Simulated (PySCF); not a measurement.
Species: `C=C[C@@H](C)C(C)(C)C(=O)F`. The columns A, B, C and D hold Mulliken, IAO, Hirshfeld and ESP-fitted charges (e) of one PBE0/pcSseg-1 density (PySCF), in a shuffled order. Coordinates in Å (GFN2-xTB); the density's dipole moment is (1.90, -0.88, 2.26) D.

```tsv
atom	x	y	z	A	B	C	D
C1	2.240	0.229	1.559	-0.094	-0.113	-0.439	-0.316
C2	1.519	-0.453	0.688	-0.030	-0.180	-0.172	-0.134
C3	0.704	0.172	-0.405	-0.022	-0.238	+0.265	-0.104
C4	0.996	-0.530	-1.733	-0.119	-0.184	-0.614	-0.420
C5	-0.814	0.149	-0.053	+0.017	-0.669	+0.242	-0.012
C6	-1.348	-1.256	0.226	-0.121	-0.120	-0.547	-0.418
C7	-1.077	1.059	1.157	-0.121	-0.123	-0.507	-0.416
C8	-1.574	0.727	-1.213	+0.245	+0.665	+0.673	+0.606
O9	-2.464	0.277	-1.844	-0.216	-0.332	-0.466	-0.382
F10	-1.132	1.988	-1.524	-0.087	-0.287	-0.288	-0.303
H11	2.282	1.306	1.542	+0.047	+0.111	+0.178	+0.146
H12	2.822	-0.258	2.324	+0.048	+0.117	+0.185	+0.153
H13	1.504	-1.534	0.721	+0.046	+0.105	+0.140	+0.140
H14	0.994	1.224	-0.499	+0.035	+0.125	+0.031	+0.141
H15	2.050	-0.421	-1.979	+0.045	+0.129	+0.166	+0.151
H16	0.410	-0.096	-2.541	+0.038	+0.129	+0.153	+0.144
H17	0.771	-1.592	-1.676	+0.041	+0.113	+0.157	+0.137
H18	-1.179	-1.915	-0.620	+0.041	+0.122	+0.133	+0.146
H19	-2.420	-1.212	0.403	+0.043	+0.128	+0.150	+0.154
H20	-0.868	-1.672	1.107	+0.043	+0.121	+0.149	+0.143
H21	-0.755	2.078	0.954	+0.038	+0.124	+0.121	+0.149
H22	-0.526	0.686	2.017	+0.040	+0.136	+0.146	+0.152
H23	-2.138	1.070	1.399	+0.044	+0.122	+0.143	+0.144
```

Which column most likely holds the ESP-fitted charges?

C. Σ q r misses the density's dipole by 0.03 D (C), 0.74 D (D), 1.14 D (A), 1.18 D (B). Charges fitted to the outside potential are the only set here that is tied to the molecule's multipoles.

And the Hirshfeld charges?

A. The mean sizes are 0.070 e (A), 0.195 e (B), 0.218 e (D), 0.264 e (C), and Hirshfeld charges are commonly the smallest of these schemes.

As computed, A = Hirshfeld, B = Mulliken, C = ESP-fitted, D = IAO. Hydrogens on carbon: Hirshfeld +0.04 to +0.05, Mulliken +0.10 to +0.14, ESP-fitted +0.03 to +0.19, IAO +0.14 to +0.15 e.

The ESP scheme fits charges at the nuclei, held to the total charge, to the electrostatic potential on points at 1.4 to 2.0 times the van der Waals radii. The Hirshfeld scheme weights the molecular density at each point by an atom's share of the summed free-atom densities.

One conformer (not necessarily the lowest) at the GFN2-xTB geometry, without solvent, vibrations or thermal averaging.

These values come from a run that also computed NMR shieldings. On one thread, Intel Xeon Platinum 8488C (x86_64), on a shared host, this took 86 s (with the writing of density and orbital grids) and 1.1 GiB of memory at its peak.

Shape of the structure used: `[CH2:1]=[CH:2][C@@H:3]([CH3:4])[C:5]([CH3:6])([CH3:7])[C:8](=[O:9])[F:10]`: C1–C2–C3–C4 131°, C2–C3–C5–C6 -57°, C3–C5–C8–O9 125°.
